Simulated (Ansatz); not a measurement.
`F[SiH](Cl)I` → `FI` + `[SiH]Cl`  (silylene formation by 1,1-elimination)

Gas-phase electronic energies from Ansatz, PBE0-D4/def2-TZVP geometries. CCSD(T)/CBS is the MP2 limit (def2-TZVPP, def2-QZVPP) plus CCSD(T) − MP2 in def2-TZVPP, frozen cores. This one scheme is used for every species. Elements past krypton have def2 core potentials. For I outer-core shells are correlated without core-valence functions, which leaves a few kJ/mol of doubt a bond.

```csv
species,CCSD(T)/CBS(def2) energy (Eh)
`F[SiH](Cl)I`,-1146.84711
`FI`,-397.18768
`[SiH]Cl`,-749.43948
```

Task: Work out ΔE.

Result: ΔE = (-397.18768) + (-749.43948) − (-1146.84711) = 0.21995 Eh = +5.99 eV.

Largest T1 diagnostic among the species: 0.013.

From BLYP to BHLYP (50 % exact exchange), in def2-TZVPP and without D4, ΔE moves by +0.71 eV. At CCSD(T), def2-SVP lies −0.23 eV from the extrapolated value and def2-TZVPP −0.05 eV.
